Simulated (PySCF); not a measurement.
Isomers of C2H10Cl2OSi3.

All values: PBE0/pcSseg-1 (PySCF) at GFN2-xTB geometries, gas phase, one conformer each.

Question: Rank by HOMO–LUMO gap, lowest first.
A. `[CH3:1][O:2][Si@@H:3]([SiH2:4][Cl:5])[SiH2:6][CH2:7][Cl:8]` with C1–O2–Si3–Si4 178°, O2–Si3–Si4–Cl5 171°, O2–Si3–Si6–C7 -156°, Si3–Si6–C7–Cl8 -179°
B. `[CH3:1][O:2][Si@H:3]([CH2:4][Cl:5])[SiH2:6][SiH2:7][Cl:8]` with C1–O2–Si3–C4 -179°, O2–Si3–C4–Cl5 -172°, O2–Si3–Si6–Si7 111°, Si3–Si6–Si7–Cl8 -161°
C. `[SiH3:1][O:2][Si@H:3]([CH2:4][Cl:5])[SiH2:6][CH2:7][Cl:8]` with Si1–O2–Si3–C4 31°, O2–Si3–C4–Cl5 -62°, O2–Si3–Si6–C7 -155°, Si3–Si6–C7–Cl8 -53°
D. `[SiH3:1][O:2][CH2:3][SiH2:4][Si@H:5]([Cl:6])[CH2:7][Cl:8]` with Si1–O2–C3–Si4 166°, O2–C3–Si4–Si5 10°, C3–Si4–Si5–Cl6 -76°, Si4–Si5–C7–Cl8 -56°

Answer: A (6.12 eV), B (7.00 eV), C (7.19 eV), D (7.49 eV).

Question: Rank by the highest Hirshfeld charge on any atom, lowest value first.
A. `[CH3:1][O:2][Si@H:3]([CH2:4][Cl:5])[SiH2:6][SiH2:7][Cl:8]` with C1–O2–Si3–C4 -179°, O2–Si3–C4–Cl5 -172°, O2–Si3–Si6–Si7 111°, Si3–Si6–Si7–Cl8 -161°
B. `[SiH3:1][O:2][Si@H:3]([CH2:4][Cl:5])[SiH2:6][CH2:7][Cl:8]` with Si1–O2–Si3–C4 31°, O2–Si3–C4–Cl5 -62°, O2–Si3–Si6–C7 -155°, Si3–Si6–C7–Cl8 -53°
C. `[CH3:1][O:2][Si@@H:3]([SiH2:4][Cl:5])[SiH2:6][CH2:7][Cl:8]` with C1–O2–Si3–Si4 178°, O2–Si3–Si4–Cl5 171°, O2–Si3–Si6–C7 -156°, Si3–Si6–C7–Cl8 -179°

Answer: C (+0.264 e), A (+0.327 e), B (+0.383 e).

All values together:

| SMILES | μ (D) | HOMO (eV) | LUMO (eV) | lowest IAO charge (e) | highest IAO charge (e) | lowest Hirshfeld charge (e) | highest Hirshfeld charge (e) |
| --- | --- | --- | --- | --- | --- | --- | --- |
| CO[Si@H](CCl)[SiH2][SiH2]Cl | 3.36 | -7.86 | -0.86 | -0.636 (O) | +0.901 (Si) | -0.226 (O) | +0.327 (Si) |
| [SiH3]O[Si@H](CCl)[SiH2]CCl | 1.80 | -7.91 | -0.72 | -0.886 (O) | +0.890 (Si) | -0.307 (O) | +0.383 (Si) |
| [SiH3]OC[SiH2][Si@H](Cl)CCl | 1.98 | -7.92 | -0.42 | -0.647 (O) | +0.873 (Si) | -0.210 (O) | +0.382 (Si) |
| CO[Si@@H]([SiH2]Cl)[SiH2]CCl | 3.38 | -7.67 | -1.55 | -0.642 (O) | +0.576 (Si) | -0.231 (O) | +0.264 (Si) |

Conformers: `[CH3:1][O:2][Si@H:3]([CH2:4][Cl:5])[SiH2:6][SiH2:7][Cl:8]` with C1–O2–Si3–C4 -179°, O2–Si3–C4–Cl5 -172°, O2–Si3–Si6–Si7 111°, Si3–Si6–Si7–Cl8 -161°; `[SiH3:1][O:2][Si@H:3]([CH2:4][Cl:5])[SiH2:6][CH2:7][Cl:8]` with Si1–O2–Si3–C4 31°, O2–Si3–C4–Cl5 -62°, O2–Si3–Si6–C7 -155°, Si3–Si6–C7–Cl8 -53°; `[SiH3:1][O:2][CH2:3][SiH2:4][Si@H:5]([Cl:6])[CH2:7][Cl:8]` with Si1–O2–C3–Si4 166°, O2–C3–Si4–Si5 10°, C3–Si4–Si5–Cl6 -76°, Si4–Si5–C7–Cl8 -56°; `[CH3:1][O:2][Si@@H:3]([SiH2:4][Cl:5])[SiH2:6][CH2:7][Cl:8]` with C1–O2–Si3–Si4 178°, O2–Si3–Si4–Cl5 171°, O2–Si3–Si6–C7 -156°, Si3–Si6–C7–Cl8 -179°.
